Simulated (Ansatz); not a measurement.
Calculated with Ansatz (gas phase, PBE0-D4/def2-TZVP geometries, no zero-point term in ΔE). CBS: MP2 limit from def2 TZ/QZ plus the TZ coupled-cluster correction, frozen cores. Functionals use def2-TZVPP. B3LYP here is the variant with VWN-RPA as its local correlation; programs differ in this. HSE06 is defined as in plane-wave codes. For Zn outer-core shells are correlated without core-valence functions, which leaves a few kJ/mol of doubt a bond. Scalar relativity is left out up to krypton. Each species was taken in one conformer, which may not be the lowest.

Reaction (substitution at a C–O bond): `C[O][Zn][O]C` + `O[SiH](F)[SiH3]` → `CO[SiH](F)[SiH3]` + `C[O][Zn][OH]`

**Question.** Is it downhill or uphill in electronic energy at CCSD(T)/CBS, and by how much? (An estimate is asked.)

**Answer.** Ansatz gave: Downhill: ΔE = -0.14 eV.

**Question.** What do these levels give: B3LYP-D4, HSE06-D4, revPBE, HSE06, BHLYP, MP2/def2-SVP? (An estimate is asked.)

**Answer.** The calculation gave: B3LYP-D4 -0.13, HSE06-D4 -0.12, revPBE -0.10, HSE06 -0.11, BHLYP -0.11, MP2/def2-SVP -0.02 eV.

Largest T1 diagnostic among the species: 0.017.

Leaving LDA and LC-ωPBE aside and taking each functional with its dispersion term where it has one, the values, not all of them listed here, spread over 0.02 eV, from ωB97M-V to r2SCAN-D4. At CCSD(T), def2-SVP lies +0.13 eV from the extrapolated value and def2-TZVPP +0.01 eV. In def2-TZVPP, CCSD(T) changes the Hartree–Fock value by −0.03 eV (the triples alone add −0.00 eV) and MP2 by −0.05 eV.
